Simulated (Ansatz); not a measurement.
Cost and result for the atomization energy of C₃H₁₁BSi (`BCC[SiH2]C`) (16 atoms, 15 bonds).

Cartesian coordinates in Å:
```
B -2.364 -1.450 -0.311
C -1.223 -0.502 0.144
C -0.287 0.079 -0.919
Si 1.024 1.241 -0.241
C 2.150 0.377 0.982
H -2.518 -1.755 -1.461
H -3.116 -1.901 0.507
H -1.695 0.300 0.737
H -0.659 -1.053 0.915
H 0.212 -0.732 -1.462
H -0.868 0.620 -1.674
H 0.347 2.386 0.437
H 1.837 1.795 -1.362
H 2.664 -0.465 0.511
H 2.909 1.064 1.362
H 1.587 -0.004 1.837
```

Charge 0, multiplicity 1. All single points use the PBE0-D4/def2-TZVP geometry. It is one conformer, not always the lowest. Program: Ansatz. All runs use 4 threads of an Arm Neoverse V2 on a shared host. Times are those of one run each, without the atoms' runs, and a repeat can differ threefold. Electronic energies, without spin–orbit coupling; frozen cores. CCSD(T)/CBS adds CCSD(T) − MP2 in def2-TZVPP to the MP2 limit, and its time is that of the two runs behind it. T1 = 0.010. B3LYP takes the VWN-RPA correlation (the form of Gaussian; ORCA's B3LYP/G).

CCSD(T)/CBS is a level of theory with its own doubt, some kJ/mol a heavy atom from the limit and from the frozen cores, so smaller differences don't rank the functionals.

| level | functions | wall time | atomization (kJ/mol) | difference from CCSD(T)/CBS | per bond |
| --- | --- | --- | --- | --- | --- |
| PBE-D4/def2-TZVPP (with forces) | 320 | 3.2 s | 5879.4 | 54.1 | 3.6 |
| PBE0-D4/def2-TZVPP | 320 | 3.7 s | 5847.3 | 22.0 | 1.5 |
| r2SCAN-D4/def2-TZVPP (with forces) | 320 | 6 s | 5850.6 | 25.3 | 1.7 |
| B3LYP-D4/def2-TZVPP (with forces) | 320 | 6.5 s | 5847.0 | 21.7 | 1.4 |
| B2PLYP/def2-TZVPP | 320 | 6.5 s | 5779.9 | -45.4 | -3.0 |
| ωB97X-V/def2-TZVPP | 320 | 9.5 s | 5852.8 | 27.5 | 1.8 |
| ωB97M-V/def2-TZVPP (with forces) | 320 | 14 s | 5854.2 | 28.9 | 1.9 |
| MP2/def2-QZVPP | 628 | 36 s | 5801.9 | -23.4 | -1.6 |
| CCSD(T)/def2-TZVPP | 320 | 15 min | 5706.6 | -118.7 | -7.9 |
| CCSD(T)/CBS(def2) | – | 15 min | 5825.3 | 0.0 | 0.0 |

In def2-TZVPP, CCSD(T) changes the Hartree–Fock value by +1188.4 kJ/mol (the triples alone add +54.7 kJ/mol) and MP2 by +1213.8 kJ/mol; breaking electron pairs costs correlation energy, which Hartree–Fock lacks. From PBE to PBE0 (25 % exact exchange), in def2-TZVPP and without D4, the atomization energy moves by −27.5 kJ/mol: exact exchange takes away binding that semilocal exchange gives to molecules. The D4 term adds +48.5 kJ/mol with B3LYP and +25.8 kJ/mol with PBE0; it sums over pairs of atoms, weighted by their polarisabilities, and B3LYP, whose exchange is more repulsive, gets the larger term.
